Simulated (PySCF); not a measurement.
Vertical excitations of a molecule C3H10BN from TDDFT-B3LYP/def2-SVPD in PySCF 2.14.0, as energy in eV (oscillator strength): 6.92 (0.022), 7.11 (0.006), 7.43 (0.000), 8.01 (0.003), 8.07 (0.046), 8.16 (0.008), 8.20 (0.001), 8.28 (0.222), 8.31 (0.038), 8.35 (0.003). Lowest triplet (TDA): 6.56 eV. Geometry optimised at r2SCAN-D4/def2-SVP. The values are those of a single conformer.

Problem. Which structure fits?
A) BN(C)CC
B) CBN(C)C
C) CCB(C)N
D) CNB(C)C

Solution. C, CCB(C)N
